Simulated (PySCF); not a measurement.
Computed shifts of a molecule C4H6ClF, PBE0/pcSseg-1 (PySCF), GIAO, gas phase, equivalent atoms averaged, in ppm (number of nuclei): ¹³C: 78.0 (1), 45.5 (1), 24.9 (1), 24.3 (1). ¹⁹F: -211.2 (1). ¹H: 2.81 (1), 1.78 (3), 1.36 (1), 1.20 (1). References: ¹³C against TMS (σ = 186.3 ppm); ¹⁹F against CFCl3 (σ = 167.2 ppm); ³⁵Cl against HCl (σ = 945.9 ppm); ¹H against TMS (σ = 31.56 ppm), references at their B3LYP-D3(BJ)/def2-TZVP geometries, non-relativistic (without spin–orbit terms, shifts of atoms bonded to Cl or Br come out too high). Coordinates come from a B3LYP-D3(BJ)/def2-SVP optimisation. One conformer was computed; it need not be the lowest.

Q: Identify the compound among the candidates.
A) C[C@]1(F)C[C@H]1Cl
B) F[C@@H]1CC[C@H]1Cl
C) CC/C=C(\F)Cl
D) CC/C(F)=C/Cl

A: A, C[C@]1(F)C[C@H]1Cl
